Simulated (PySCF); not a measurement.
Molecule: SMILES C[C@@H](F)[C@H]1O[C@@H]1C, C5H9FO.

Geometry (Å), atoms numbered from 1 in this order:
```xyz
16

C     2.382    0.745    0.457
C     1.305   -0.081   -0.227
F     1.671   -1.418   -0.211
C    -0.033    0.047    0.472
O    -0.814    1.158    0.141
C    -1.304   -0.098   -0.247
C    -2.539   -0.624    0.435
H     3.325    0.645   -0.073
H     2.078    1.787    0.465
H     2.516    0.402    1.481
H     1.205    0.195   -1.284
H    -0.009   -0.205    1.530
H    -1.255   -0.282   -1.319
H    -2.570   -1.708    0.351
H    -2.536   -0.345    1.486
H    -3.429   -0.209   -0.032
```

Frames of a GFN2-xTB Langevin trajectory at 300 K; GIAO PBE0/pcSseg-1 shieldings in PySCF, gas phase, non-relativistic; equivalent atoms averaged within each frame.

Shifts are taken against calculated references (same method and geometry level): $^{13}$C (σref 186.93), $^{1}$H (σref 31.72) vs TMS; $^{19}$F (σref 170.95) vs CFCl3; $^{17}$O (σref 336.08) against H2O. The references are static minima.

How do the shifts (ppm) fluctuate along the trajectory?

Results:


| time (fs) | C2 | C4 | C6 | C7 | C1 | F3 | O5 | H11 | H12 | H14/H15/H16 |
| --- | --- | --- | --- | --- | --- | --- | --- | --- | --- | --- |
| optimised geometry | 96.2 | 58.3 | 52.9 | 19.9 | 21.9 | -215.8 | 37.7 | 4.12 | 2.15 | 1.38 |
| 250 | 92.9 | 69.6 | 57.6 | 25.2 | 20.7 | -192.6 | 69.5 | 5.86 | 3.88 | 2.16 |
| 425 | 101.4 | 56.3 | 58.9 | 26.4 | 23.0 | -188.8 | 46.4 | 4.15 | 3.17 | 2.39 |
| 625 | 97.9 | 65.7 | 49.2 | 24.4 | 23.7 | -206.7 | 69.4 | 4.40 | 2.74 | 2.15 |
| 800 | 106.0 | 65.9 | 47.1 | 15.4 | 23.3 | -181.8 | 55.1 | 4.24 | 2.16 | 1.42 |
| 1000 | 101.3 | 59.7 | 47.2 | 20.3 | 20.4 | -198.1 | 64.4 | 4.64 | 1.93 | 1.19 |
| mean of frames | 99.9 | 63.4 | 52.0 | 22.3 | 22.2 | -193.6 | 60.9 | 4.66 | 2.78 | 1.86 |
| standard deviation | 4.8 | 5.3 | 5.8 | 4.5 | 1.6 | 9.4 | 10.0 | 0.70 | 0.79 | 0.53 |

5 frames give an uncertainty of the mean of about the standard deviation over 2.2 at best, since frames this close in time may not be independent; classical motion lacks zero-point vibration, and the reference would need the same averaging.
